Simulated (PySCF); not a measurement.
# Excitation energy of Al by level of theory

Al [Ne] 3s2 3p1 (2P) → Al [Ne] 3s1 3p2 (4P), as a difference of total energies. Calculation: PySCF 2.14, in aug-cc-pV(T+d)Z (6s5p4d2f, 55 functions); no relativity, point nucleus. Correlated levels: valence: [Ne] frozen. The calculations carry no spin-orbit coupling.

```json
{"method": "UHF", "excitation energy (eV)": "2.410"}
{"method": "LDA", "excitation energy (eV)": "3.671"}
{"method": "PBE", "excitation energy (eV)": "3.572"}
{"method": "PBE0", "excitation energy (eV)": "3.449"}
{"method": "revPBE", "excitation energy (eV)": "3.510"}
{"method": "TPSS", "excitation energy (eV)": "3.554"}
{"method": "B2PLYP", "excitation energy (eV)": "3.690"}
{"method": "MP2 (valence)", "excitation energy (eV)": "3.143"}
{"method": "SCS-MP2 (valence)", "excitation energy (eV)": "3.445"}
```

**Question.** Estimate what wB97M-V gives.

**Answer.** 3.934 eV, closest to B2PLYP among the rows shown.

**Question.** Estimate what r2SCAN gives.

**Answer.** 3.184 eV, closest to MP2 (valence) among the rows shown.

Errors of the correlated levels include the incompleteness of this basis and the frozen core.

For comparison: 3.598 eV (measured; NIST levels, between the centres of gravity of the two terms).
